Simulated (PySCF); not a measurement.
C3H10N, charge +1, singlet, at a GFN2-xTB geometry; CCSD(T)/STO-3G (PySCF).

Here is a job for PySCF.
```python
from pyscf import gto, scf, cc

mol = gto.M(
    atom='''
C     1.21296475   -0.43505659    1.05745699
C     0.49340484    0.73006851    0.40560672
N    -0.22912828    0.30572748   -0.83364535
C    -1.42679703   -0.52369353   -0.58580884
H     1.90138003   -0.91149101    0.36319589
H     1.79585188   -0.06458150    1.89576360
H     0.52350240   -1.17871165    1.44533444
H     1.21504360    1.49985744    0.12601840
H    -0.23433377    1.16776361    1.09065133
H     0.42852521   -0.22443572   -1.42056931
H    -0.51217892    1.14132391   -1.35893829
H    -2.12795182    0.01940297    0.04481675
H    -1.91645003   -0.76834228   -1.52611082
H    -1.14692605   -1.44878838   -0.08817373
''',
    basis='sto-3g',
    charge=1,
    verbose=4,
)

mf = scf.RHF(mol)
mf.kernel()

mycc = cc.CCSD(mf, frozen=4)
mycc.kernel()
et = mycc.ccsd_t()
print('E(CCSD(T)) = %.10f' % (mycc.e_tot + et))
```

Question: Predict the main parts of the log of this PySCF run.

Answer: 
```
PySCF version 2.14.0

[INPUT] verbose = 4
[INPUT] num. atoms = 14
[INPUT] num. electrons = 34
[INPUT] charge = 1
[INPUT] spin (= nelec alpha-beta = 2S) = 0
[INPUT] symmetry False subgroup None
[INPUT] Mole.unit = angstrom
[INPUT] Symbol           X                Y                Z      unit          X                Y                Z       unit  Magmom
[...]
nuclear repulsion = 143.761322036795
number of shells = 22
number of NR pGTOs = 90
number of NR cGTOs = 30
basis = sto-3g
ecp = {}

******** <class 'pyscf.scf.hf.RHF'> ********
method = RHF
initial guess = minao
damping factor = 0
level_shift factor = 0
DIIS = <class 'pyscf.scf.diis.CDIIS'>
diis_start_cycle = 1
diis_space = 8
diis_damp = 0
SCF conv_tol = 1e-09
SCF conv_tol_grad = None
SCF max_cycles = 50
direct_scf = True
direct_scf_tol = 1e-13
Set gradient conv threshold to 3.16228e-05
Initial guess from minao.
init E= -172.427250525319
[...]
cycle= 1 E= -171.587509361709  delta_E= 0.84  |g|= 0.344  |ddm|= 4.08
[...]
cycle= 2 E= -171.628609556982  delta_E= -0.0411  |g|= 0.0971  |ddm|= 0.568
[...]
cycle= 3 E= -171.63160972784  delta_E= -0.003  |g|= 0.023  |ddm|= 0.138
[...]
cycle= 4 E= -171.631847558812  delta_E= -0.000238  |g|= 0.00312  |ddm|= 0.0449
[...]
cycle= 5 E= -171.631851535808  delta_E= -3.98e-06  |g|= 0.000759  |ddm|= 0.00472
[...]
cycle= 6 E= -171.631851864752  delta_E= -3.29e-07  |g|= 0.000124  |ddm|= 0.00158
[...]
cycle= 7 E= -171.631851874053  delta_E= -9.3e-09  |g|= 2.23e-05  |ddm|= 0.00029
[...]
cycle= 8 E= -171.631851874338  delta_E= -2.85e-10  |g|= 4.98e-06  |ddm|= 4.85e-05
[...]
Extra cycle  E= -171.63185187435  delta_E= -1.2e-11  |g|= 1.72e-06  |ddm|= 8.01e-06
converged SCF energy = -171.63185187435

******** <class 'pyscf.cc.ccsd.CCSD'> ********
CC2 = 0
CCSD nocc = 13, nmo = 26
frozen orbitals 4
max_cycle = 50
direct = 0
conv_tol = 1e-07
conv_tol_normt = 1e-05
diis_space = 6
diis_start_cycle = 0
diis_start_energy_diff = 1e+09
Init t2, MP2 energy = -171.845662416905  E_corr(MP2) -0.213810542554991
Init E_corr(CCSD) = -0.213810542556169
cycle = 1  E_corr(CCSD) = -0.259523636539646  dE = -0.045713094  norm(t1,t2) = 0.0551966
cycle = 2  E_corr(CCSD) = -0.27339204514837  dE = -0.0138684086  norm(t1,t2) = 0.019593
cycle = 3  E_corr(CCSD) = -0.281397283825958  dE = -0.00800523868  norm(t1,t2) = 0.00785982
cycle = 4  E_corr(CCSD) = -0.281650844002557  dE = -0.000253560177  norm(t1,t2) = 0.00103876
cycle = 5  E_corr(CCSD) = -0.281641173073422  dE = 9.67092913e-06  norm(t1,t2) = 0.000217469
cycle = 6  E_corr(CCSD) = -0.281642491300378  dE = -1.31822696e-06  norm(t1,t2) = 4.93479e-05
cycle = 7  E_corr(CCSD) = -0.281642865068199  dE = -3.73767821e-07  norm(t1,t2) = 1.26822e-05
cycle = 8  E_corr(CCSD) = -0.281642948586488  dE = -8.3518289e-08  norm(t1,t2) = 4.79509e-06
CCSD converged
E(CCSD) = -171.9134948229362  E_corr = -0.2816429485864882
CCSD(T) correction = -0.00167613226180833
E(CCSD(T)) = -171.9151709552
```
